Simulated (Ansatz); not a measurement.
System: sum formula H3SiO (charge 0, doublet). It need not be the lowest isomer of its formula. 
Geometry from a B3LYP-D3(BJ)/def2-TZVP (Ansatz, a quantum-chemistry and plane-wave program) optimisation:
```xyz
5

Si    -0.5510    -0.0344    -0.1792
O      1.0248    -0.0911     0.3348
H     -1.3711    -0.1049     1.0565
H     -0.8291     1.2356    -0.9163
H      1.7163     0.0803    -0.3101
```
Charge 0, spin multiplicity 2.

Basis-set convergence of Hartree-Fock and CCSD(T) correlation energies (hartree) with Ansatz. Valence correlation only, unless marked. Open shells are spin-unrestricted. Spin-orbit coupling is left out. No relativistic terms.

```json
[
 {"basis": "aug-cc-pV(D+d)Z", "functions": "82", "E(HF)": "-365.55398", "E(corr, CCSD(T))": "-0.32698"},
 {"basis": "aug-cc-pV(T+d)Z", "functions": "170", "E(HF)": "-365.58968", "E(corr, CCSD(T))": "-0.39175"},
 {"basis": "aug-cc-pV(Q+d)Z", "functions": "307", "E(HF)": "-365.59840", "E(corr, CCSD(T))": "-0.41293"}
]
```

Extrapolating the two largest sets (X = 3 and 4) as X^-3: E(corr) = (64·(-0.41293) - 27·(-0.39175))/37 = -0.4284 Eh, an estimate of the basis-set limit. The largest set recovers 96.4 % of it, the smallest 76.3 %.
